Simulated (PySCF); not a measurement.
NMR data simulated for an unnamed compound:

1H NMR (400 MHz, computed): δ 9.47 (m, 1H), 7.29 (m, 1H), 0.46 (s, 9H).

13C{1H} NMR (computed): δ 175.2 (C), 171.7 (C), 145.0 (CH), 121.0 (CH), -1.3 (CH3).

[PySCF 2.14.0 with density-fitted response routines: shielding tensors at PBE0/pcSseg-1 (GIAO); GFN2-xTB structure; no solvent model; rapidly exchanging positions averaged; a single conformation; non-relativistic Hamiltonian]

Chemical shifts δ = σref − σ; TMS for 1H (σref 31.72), 13C (σref 186.93), all at this level.

Which of these does the molecule contain: a vinyl group CH=CH2, a tert-butyl group, a C≡C triple bond, a heteroaromatic ring, a Si–CH3 group?

Answers


- A vinyl group CH=CH2: no.
- A tert-butyl group: no.
- A C≡C triple bond: no.
- A heteroaromatic ring: yes.
- A Si–CH3 group: yes (δC -1.3; δH 0.46 (s)).

The data belong to `InChI=1S/C7H11FN2Si/c1-11(2,3)7-4-6(8)5-9-10-7/h4-5H,1-3H3`; they needn't prove each group on their own.

Carbon signals by region: 2 in the far downfield region (above 160 ppm), 2 in the sp2 and nitrile region (100–160 ppm), 1 below 50 ppm. Above 160 ppm: 175.2, substituted aromatic carbon next to a ring nitrogen, 171.7, aromatic carbon bearing fluorine.

Splittings by 19F in the carbon and heteronuclear signals aren't shown, as no couplings were computed. Shifts are as computed. Against solution values, carbons near 30 ppm lie about +3 ppm off and those near 130 ppm about +5 ppm. Of 1211 compounds with measured shifts, 218 miss one by over three times the rms of a fit or turn the order of signals round; such compounds aren't used in these exercises. No couplings were computed; multiplicities are counted from neighbouring protons, with m where these are inequivalent, close in shift, in a saturated or five-membered ring or joined by F or P, and br s for small geminal =CH2 splittings.
